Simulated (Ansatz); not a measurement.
Program: Ansatz. Geometries: PBE0-D4/def2-TZVP. ΔE: electronic, gas phase. CBS: MP2 limit from def2 TZ/QZ plus the TZ coupled-cluster correction, frozen cores. This one scheme is used for every species. DFT in def2-TZVPP. B3LYP here is the variant with VWN-RPA as its local correlation; programs differ in this. For Br, Ge outer-core shells are correlated without core-valence functions, which leaves a few kJ/mol of doubt a bond. Scalar relativity is left out up to krypton.

Consider the substitution at a C–C bond: `C[CH]([GeH3])C#N` + HBr → `C[CH]([GeH3])Br` + `C#N`.

```csv
level,ΔE (kJ/mol)
r2SCAN,53.2
PBE0,56.2
B3LYP,52.7
CCSD(T)/def2-TZVPP,46.1
HF/def2-QZVPP,55.2
MP2/def2-QZVPP,44.5
MP2/CBS(def2),42.9
CCSD/CBS(def2),44.7
```

(1) What does CCSD(T)/CBS give? (Estimate.)

Largest T1 diagnostic among the species: 0.014.

Results:

(1) Ansatz gave: +42.9 kJ/mol. The listed levels differ from it by 10.3, 13.3, 9.8, 3.2, 12.3, 1.6, 0.0, 1.8 kJ/mol.

In def2-TZVPP, CCSD(T) changes the Hartree–Fock value by −8.6 kJ/mol (the triples alone add −1.8 kJ/mol) and MP2 by −8.6 kJ/mol.
